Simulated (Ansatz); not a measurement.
AlFH4NOP (`[NH2][Al]([F])[PH]O`), relaxed with RKS PBE-D4/def2-SVP in Ansatz 0.2.0 from a rough embedded geometry. The force threshold is 0.03 eV/Å; the program also tests the step.

The species carries charge 0 and has multiplicity 1.

Start:

```xyz
9

N    -1.617    1.096    0.388
Al    0.216    0.881   -0.035
F     1.332    2.234    0.243
P     0.989   -1.046   -0.936
O     0.858   -1.988    0.544
H    -2.105    0.139    0.144
H    -2.044    1.814   -0.191
H     2.386   -0.725   -0.696
H    -0.014   -2.404    0.539
```

| step | energy (eV) | largest force (eV/Å) | largest move (Å) |
| --- | --- | --- | --- |
| 1 | -22182.8912 | 2.711 | 0.000 |
| 2 | -22183.1939 | 1.976 | 0.193 |
| 3 | -22183.3459 | 1.564 | 0.192 |
| 4 | -22183.4284 | 1.186 | 0.102 |
| 5 | -22183.4925 | 0.726 | 0.086 |
| 6 | -22183.5409 | 0.600 | 0.168 |
| 7 | -22183.5644 | 0.614 | 0.114 |
| 8 | -22183.5859 | 0.565 | 0.071 |
| 9 | -22183.6116 | 0.102 | 0.200 |
| 10 | -22183.6188 | 0.075 | 0.062 |
| 11 | -22183.6264 | 0.297 | 0.195 |
| 12 | -22183.6400 | 0.050 | 0.124 |
| 13 | -22183.6415 | 0.093 | 0.109 |
| 14 | -22183.6424 | 0.095 | 0.055 |
| 15 (rejected) | -22183.6423 | 0.067 | 0.025 |
| 16 | -22183.6429 | 0.029 | 0.012 |

End:

```xyz
9

N    -1.400    1.015    0.255
Al    0.272    1.031   -0.334
F     1.023    2.478   -0.751
P     1.340   -1.035   -0.666
O     0.170   -1.893    0.264
H    -1.837    0.143    0.563
H    -2.006    1.817    0.434
H     2.333   -0.772    0.363
H     0.106   -2.783   -0.128
```

Hardware: 4 threads of a server CPU on a shared host. Wall time 19 s, peak host memory 0.18 GiB.
